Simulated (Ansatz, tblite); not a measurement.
Removing and adding an electron: TeH₂. Total charge 0; singlet. Geometry: PBE0-D4/def2-TZVP. Ansatz, gas phase; energy differences of separate SCF runs; the oxidised species was run as a doublet alone; the reduced species was run as a doublet alone.

| atom | x (Å) | y (Å) | z (Å) |
| --- | --- | --- | --- |
| Te1 | 0.338 | 0.169 | -0.680 |
| H2 | -0.716 | -0.996 | -0.158 |
| H3 | 0.378 | 0.826 | 0.839 |

In the def2 sets Te takes a core potential; there is no spin–orbit coupling. The xTB rows come from tblite. Correlated methods freeze 4 core orbitals; core or outer-core shells of Te are correlated, in sets that lack core-valence functions. In CCSD on the charge -1 doublet the largest single amplitude is 0.32, so its Hartree–Fock determinant may place the open shell otherwise than the density functionals do.

```tsv
level	−HOMO (eV)	vertical IE (eV)	−LUMO (eV)	vertical EA (eV)	HOMO–LUMO gap (eV)	IE − EA (eV)	remarks
GFN1-xTB	9.74	14.64	4.95	1.10	4.79	13.55	–
GFN2-xTB	9.48	14.49	4.99	0.41	4.49	14.08	–
HF/def2-TZVPP	–	8.03	–	–	–	–	–
PBE-D4/def2-TZVP	5.51	8.96	1.53	–	3.99	–	–
PBE-D4/def2-TZVPD	5.54	–	1.59	-0.65	3.95	–	HOMO above zero (-1 doublet)
r2SCAN-D4/def2-TZVP	5.76	8.95	1.30	–	4.45	–	–
r2SCAN-D4/def2-TZVPD	5.78	–	1.34	-0.74	4.43	–	HOMO above zero (-1 doublet)
PBE0-D4/def2-TZVP	6.57	8.98	0.69	–	5.88	–	–
PBE0-D4/def2-TZVPD	6.59	–	0.78	-0.75	5.81	–	HOMO above zero (-1 doublet)
MP2/def2-TZVPP	–	8.99	–	–	–	–	–
CCSD/def2-TZVPD	–	–	–	-1.07	–	–	HOMO above zero (-1 doublet), large T1 (0.054) (-1 doublet)
CCSD/def2-TZVPP	–	8.89	–	–	–	–	–
CCSD(T)/def2-TZVPD	–	–	–	-1.06	–	–	HOMO above zero (-1 doublet), large T1 (0.054) (-1 doublet)
CCSD(T)/def2-TZVPP	–	8.94	–	–	–	–	–
```

Run but left out: HF/def2-TZVPD, MP2/def2-TZVPD (charge -1 doublet: a determinant that CCSD turns far, T1 0.054).   A HOMO above zero means that the electron is unbound at that level or that self-interaction error raises the level; the energy of removing that electron tells which. Raw xTB energy differences between charge states are shifted by several eV; the methods need an empirical correction for them. A negative affinity means that the extra electron isn't bound; its size then hangs on the basis.
